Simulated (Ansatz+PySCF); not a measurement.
singlet BeH₂: levels of theory in one basis

```yaml
atoms:
  - { symbol: H, position_ang: [0.0000, 0.0000, -2.7452] }
  - { symbol: Be, position_ang: [0.0000, 0.0000, 0.0000] }
  - { symbol: H, position_ang: [0.0000, 0.0000, 2.7452] }
```

Basis set: 6-31G (spherical functions). All electrons are correlated. Charge 0, multiplicity 1.

Computed with Ansatz (development build ahead of 0.2.0); each method stands on the lowest determinant of its kind that the runs found.

```csv
method,E − E(RHF) (eV),<S²> of the determinant
RHF,0.00,0.00
UHF,-2.86,1.24
RHF-MP2,-1.80,–
UHF-MP2,-3.29,1.24
RHF-CCSD,-3.83,–
UHF-CCSD,-3.95,1.24
RHF-CCSD(T),-4.11,–
UHF-CCSD(T),-3.96,1.24
```

Q: What does full CI (lowest root of this spin) give on the same scale?

A: -4.04 eV.

At such a shape the full CI root can have another spatial symmetry than the determinants, so the rows needn't describe one state.

Q: Is a single determinant a sound starting point here?

A: It is doubtful. Unrestricted orbitals lower Hartree–Fock by 2.86 eV and <S²> is 1.24 where a pure state has 0.00, a sign of strong static correlation.

Caution for RHF, RHF-MP2, RHF-CCSD, RHF-CCSD(T): an unrestricted determinant lies well below. Caution for UHF, UHF-MP2, UHF-CCSD, UHF-CCSD(T): the unrestricted determinant is a mixture of spin states; the determinant may break the point group. Caution for RHF-MP2: large amplitudes, a single reference is doubtful. Caution for UHF-MP2, UHF-CCSD, UHF-CCSD(T): bonds are stretched, where a single reference can fail. Caution for RHF-CCSD, RHF-CCSD(T): very large amplitudes, the method is breaking down; the amplitudes may be one of several solutions. Caution for UHF-CCSD, UHF-CCSD(T): the program doubts this total.
